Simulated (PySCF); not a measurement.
C₃H₄F₂OS.
SMILES: `C[S@](=O)/C(F)=C/F`

Method: TDDFT wB97X-D/def2-SVPD, vertical, gas phase, core orbitals frozen in the response (PySCF 2.14.0, density-fitted response routines). Geometry: GFN2-xTB, one conformer, isolated molecule. Torsions of this conformer, `[CH3:1][S@:2](=[O:3])/[C:4]([F:5])=[CH:6]/[F:7]`: C1–S2–C4–F5 -70°.

```tsv
state	E (eV)	E (kJ/mol)	λ (nm)	f	main configurations (H = HOMO, L = LUMO)
S1	5.68	548	218.3	0.031	H→L (56%), H→L+1 (34%)
S2	6.03	582	205.6	0.075	H→L+1 (51%), H→L (33%)
S3	6.44	622	192.4	0.0060	H-1→L+1 (46%), H-1→L (34%)
S4	6.85	661	181.0	0.0026	H-2→L (42%), H-2→L+1 (38%)
S5	6.97	673	177.8	0.012	H→L+3 (62%)
S6	7.12	687	174.2	0.064	H→L+2 (51%), H-2→L+1 (14%), H-1→L (11%)
S7	7.15	690	173.3	0.0099	H-2→L (39%), H-2→L+1 (29%), H→L+2 (18%)
S8	7.37	711	168.2	0.145	H-1→L (38%), H-1→L+1 (33%)
```

Triplets (Tamm–Dancoff): T1 4.55 eV, H→L (30%), H-1→L (28%), H-1→L+1 (11%); T2 5.03 eV, H→L (43%), H→L+1 (34%); T3 5.47 eV, H→L+1 (37%), H-1→L (12%), H→L (12%).

The lowest singlet comes at 218 nm (548 kJ/mol) in the ultraviolet; it is of moderate strength; its leading configuration is HOMO→LUMO (56%). The strongest level in the table is S8 at 7.37 eV (168 nm, f = 0.145). It is the last of those listed, so stronger ones may follow. Löwdin shares by element: HOMO oxygen 38%, sulfur 28%, carbon 18% or more (atoms not listed hold the other 16%); LUMO carbon 45%, sulfur 33% (atoms not listed hold the other 22%). The listed states span 1.69 eV. Orbital energies (eV): HOMO-3 -13.24, HOMO-2 -10.58, HOMO-1 -10.18, HOMO -9.31, LUMO 1.19, LUMO+1 1.46, LUMO+2 1.96. The oscillator strengths of these states sum to 0.346; summed over the whole spectrum of an exact calculation they would give the number of electrons, 64 (Thomas–Reiche–Kuhn). Singlets were solved by full linear response, triplets in the Tamm–Dancoff approximation.
